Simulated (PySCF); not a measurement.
Order these species by their calculated properties.

All species are isolated and taken at one optimised geometry, non-relativistic unless stated; the electronic structure was computed with PySCF and density fitting.

The conformers computed, where there is a choice (atom-mapped SMILES and torsion angles):
- `[CH3:1][O:2][c:3]1[cH:4][p:5][cH:6][cH:7][p:8]1`: C1–O2–C3–C4 179°
- `[CH3:1]/[N:2]=[CH:3]\[CH2:4][CH:5]=[O:6]`: N2–C3–C4–C5 87°, C3–C4–C5–O6 -104°
- `[CH2:1]=[CH:2][c:3]1[n:4][cH:5][c:6]([OH:7])[o:8]1`: C1–C2–C3–N4 180°, H–O7–C6–C5 180°
- `[O-:1][n+:2]1[cH:3][cH:4][c:5]([OH:6])[cH:7][cH:8]1`: H–O6–C5–C4 180°
- `[CH2:1]=[CH:2][CH:3]=[C:4]1[CH:5]=[CH:6]1`: C1–C2–C3–C4 180°
- `[CH3:1][CH2:2][C@@H:3]1[CH2:4][P@@:5]1(=[O:6])[CH:7]([CH3:8])[CH3:9]`: C1–C2–C3–C4 -73°, C4–P5–C7–C8 151°

The conformers of `CCCP(CO)C1CC1` aren't listed.

Question: Rank by electronic spatial extent ⟨r²⟩ about the centre of nuclear charge, highest first (CAM-B3LYP/def2-SVPD at GFN2-xTB geometries).
A. `C=CC1=NC=C(O)O1`
B. `COc1cpccp1`
C. `C(/CC=O)=N/C`
D. `[n+]1([O-])ccc(cc1)O`

Answer: B (1340 bohr²), A (943 bohr²), D (896 bohr²), C (632 bohr²).

Question: By how much do the two ends of that ranking differ?

Answer: By 708 bohr², between `COc1cpccp1` and `C/N=C\CC=O`.

Question: Rank by lowest triplet excitation (Tamm–Dancoff), highest first (TDA CAM-B3LYP/def2-SVPD at GFN2-xTB geometries).
A. `C(/C=N\C)C=O`
B. `COc1cpccp1`
C. `C=CC1=NC=C(O)O1`
D. `c1cc(cc[n+]1[O-])O`

Answer: A (3.63 eV), C (2.93 eV), D (2.67 eV), B (2.50 eV).

Question: By how much do the two ends of that ranking differ?

Answer: By 1.13 eV, between `C/N=C\CC=O` and `COc1cpccp1`.

Question: Rank by smallest rotational constant, lowest first (GFN2-xTB).
A. `C=Cc1ncc(O)o1`
B. `COc1cpccp1`
C. `CC[C@@H]1C[P@@]1(=O)C(C)C`
D. `C=CC=C1C=C1`
E. `CC1=NCCO1`
F. `Cc1nnc(Cl)n1C`
G. `C/N=C\CC=O`

Answer: C (0.736 GHz), B (0.818 GHz), F (0.998 GHz), A (1.194 GHz), D (1.665 GHz), G (1.989 GHz), E (2.516 GHz).

Question: Rank by HOMO energy, lowest first (PBE0/pcSseg-1 at GFN2-xTB geometries).
A. `CC1=NCCO1`
B. `C=CC=C1C=C1`
C. `CCCP(CO)C1CC1`
D. `CC[C@@H]1C[P@@]1(=O)C(C)C`

Answer: A (-7.03 eV), D (-6.81 eV), C (-6.71 eV), B (-5.55 eV).

Question: By how much do the two ends of that ranking differ?

Answer: By 1.48 eV, between `C=CC=C1C=C1` and `CC1=NCCO1`.

Question: Rank by HOMO–LUMO gap, lowest first (PBE0/pcSseg-1 at GFN2-xTB geometries).
A. `C=CC=C1C=C1`
B. `CC[C@@H]1C[P@@]1(=O)C(C)C`
C. `CCCP(CO)C1CC1`
D. `N1=C(C)OCC1`

Answer: A (4.76 eV), C (7.46 eV), B (7.58 eV), D (7.88 eV).

Question: Rank by dipole moment, lowest first (CAM-B3LYP/def2-SVPD at GFN2-xTB geometries).
A. `c1c(O)cc[n+]([O-])c1`
B. `Oc1oc(C=C)nc1`
C. `COC1=PC=CP=C1`
D. `C/N=C\CC=O`

Answer: C (1.34 D), D (2.32 D), B (2.57 D), A (4.94 D).

Question: By how much do the two ends of that ranking differ?

Answer: By 3.60 D, between `[O-][n+]1ccc(O)cc1` and `COc1cpccp1`.
